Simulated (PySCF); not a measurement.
A structure optimised at PBE0-D3(BJ)/def2-SVP, used in a PySCF frequency run:

```xyz
7

Ga    -0.0131    -0.0031     0.0016
F      1.6927    -0.1992    -0.3585
O     -0.6082    -0.7165     1.5099
H      0.0808    -1.1614     2.0142
N     -1.0405     0.9377    -1.1222
H     -2.0467     0.9817    -1.0303
H     -0.7138     1.2363    -2.0315
```
Charge 0, spin multiplicity 1.

**Question.** Write its SMILES and formula.

**Answer.** [NH2][Ga]([OH])[F], FGaH3NO

**Question.** What are its rotational constants (standard atomic weights)?

**Answer.** 6.1446, 5.6832, 2.9536 GHz
